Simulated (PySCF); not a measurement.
Cl2Hg. Atoms are numbered in the order given.

```xyz
3

Hg     0.0000     0.0000     0.0000
Cl     0.0000     0.0000    -2.2848
Cl     0.0000     0.0000     2.2848
```

Geometry optimised at B3LYP-D3(BJ)/def2-TZVP. The isomer is the one that the SMILES or the coordinates give; other isomers of the formula were not compared. The def2 effective core potentials stand for the cores of Hg; spin–orbit coupling is left out.

The numbers are results of PySCF with TDDFT-PBE/def2-SVPD, not measurements.

Vertical excitations; the highest root listed may be one member of a degenerate set. The molecule is in vacuum. State labels are in the subgroup D2h.

Q: Estimate the UV-visible absorptions. (The exact figures need the calculation; the answer reports its results.)

A: 
| state | symmetry | energy (eV) | λ (nm) | f | main pairs |
|---|---|---|---|---|---|
| S1 | B2g | 4.27 | 291 | 0.000 | HOMO−1→LUMO (degenerate set) |
| S2 | B3g | 4.27 | 291 | 0.000 | HOMO→LUMO (degenerate set) |
| S3 | B2u | 4.83 | 257 | 0.011 | HOMO−3→LUMO (degenerate set) |
| S4 | B3u | 4.83 | 257 | 0.011 | HOMO−2→LUMO (degenerate set) |
| S5 | B1u | 6.35 | 195 | 0.068 | HOMO−4→LUMO 42 %, HOMO−1→LUMO+2 29 %, HOMO→LUMO+1 29 % |
| S6 | Au | 6.48 | 191 | 0.000 | HOMO−1→LUMO+1 50 %, HOMO→LUMO+2 50 % |
| S7 | B1u | 6.52 | 190 | 0.000 | HOMO→LUMO+1, HOMO−1→LUMO+2 (degenerate set) |
| S8 | Au | 6.52 | 190 | 0.000 | HOMO→LUMO+2, HOMO−1→LUMO+1 (degenerate set) |
| S9 | Ag | 6.81 | 182 | 0.000 | HOMO−5→LUMO 70 %, HOMO−2→LUMO+2 15 %, HOMO−3→LUMO+1 15 % |
| S10 | B1g | 7.05 | 176 | 0.000 | HOMO−3→LUMO+2 50 %, HOMO−2→LUMO+1 50 % |
| T1 | B2g | 3.85 | 322 | 0 | HOMO−1→LUMO (degenerate set) |
| T2 | B3g | 3.85 | 322 | 0 | HOMO→LUMO (degenerate set) |
| T3 | B2u | 4.41 | 281 | 0 | HOMO−3→LUMO (degenerate set) |
| T4 | B3u | 4.41 | 281 | 0 | HOMO−2→LUMO (degenerate set) |
Triplets are in the Tamm–Dancoff approximation, which puts them higher than full response would, so one can lie above its singlet here.
